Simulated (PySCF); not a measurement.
W²⁺: excitation energy

W²⁺ [Xe] 4f14 5d4 (5D) → W²⁺ [Xe] 4f14 5d3 6p1 (high-spin determinant), as a difference of total energies. Computed with PySCF 2.14 in def2-QZVPPD with the def2 core potential (60 electrons) (7s6p4d3f2g, 84 functions), with a scalar-relativistic core potential. Correlated levels: valence: 5s2 5p6 frozen. The calculations carry no spin-orbit coupling.

| method | excitation energy (eV) |
| --- | --- |
| UHF | 7.771 |
| MP2 (valence) | 7.968 |
| SCS-MP2 (valence) | 7.837 |
| CCSD (valence) | 7.892 |
| CCSD(T) (valence) | 7.866 |

Question: How much does correlation contribute at CCSD(T) (valence)?

Answer: 7.866 − (7.771) = 0.095 eV, measured against UHF.

The determinant of the upper state mixes LS terms, which raises its energy above the lowest term, most at the Hartree-Fock and MP2 levels.
